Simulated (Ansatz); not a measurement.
Cartesian coordinates in Å:
```
B -0.932 0.011 1.829
Si -0.426 -0.186 -0.107
C 0.929 -1.432 -0.453
C 0.040 1.495 -0.864
F 1.176 1.995 -0.220
H -0.770 -0.869 2.625
H -1.465 1.008 2.223
H -1.695 -0.601 -0.793
H 0.685 -2.404 -0.018
H 1.873 -1.096 -0.018
H 1.080 -1.565 -1.527
H -0.765 2.227 -0.744
H 0.270 1.418 -1.932
```

Total charge 0; spin multiplicity 1.

Task: List the r2SCAN/def2-TZVPP orbital energies in eV (the Gaussian-basis code of Ansatz). (Best estimate.)

Result: Computed: Occupied: -1790.50, -665.80, -274.64, -272.70, -180.81, -141.01, -95.89, -95.86, -95.83, -31.16, -18.39, -17.68, -13.74, -12.35, -12.13, -11.94, -10.76, -10.34, -10.02, -8.96, -8.45, -8.17, -7.31, -7.01. Lowest empty: -3.03, 0.49, 0.95, 1.33, 2.09, 2.39, 2.53, 2.68.
